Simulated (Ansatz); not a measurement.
Mulliken charges of `[Cl][Sn-]1[O]C=CC=[O+]1` from r2SCAN/def2-TZVPP in Ansatz (PBE0-D4/def2-TZVP geometry).

```tsv
atom	x (Å)	y (Å)	z (Å)	charge (e)
Cl1	0.469	-2.616	1.529	-0.445
Sn2	1.575	-1.784	-0.424	0.788
O3	-0.304	-1.117	-1.265	-0.450
C4	-0.983	-0.125	-0.874	0.269
C5	-0.592	0.883	-0.001	-0.220
C6	0.680	1.001	0.547	0.269
O7	1.657	0.210	0.411	-0.450
H8	-1.992	-0.054	-1.299	0.077
H9	-1.310	1.660	0.223	0.086
H10	0.882	1.890	1.156	0.077
```

Question: By hand: the dipole of these point charges (1 e Å = 4.8032 D).

Answer: Σ q r = (0.274, 0.492, -0.710) e Å, of length 0.906 e Å = 4.35 D.

Question: How does the dipole of the full density compare? (Estimate.)

Answer: Ansatz gave: (-0.057, 0.585, -0.396) e Å, 3.40 D; the point charges give 1.28 times that, at 31° from its direction.

Point charges leave out the atoms' own dipoles, such as those of lone pairs, and Mulliken's split depends on the basis, so the two needn't agree.
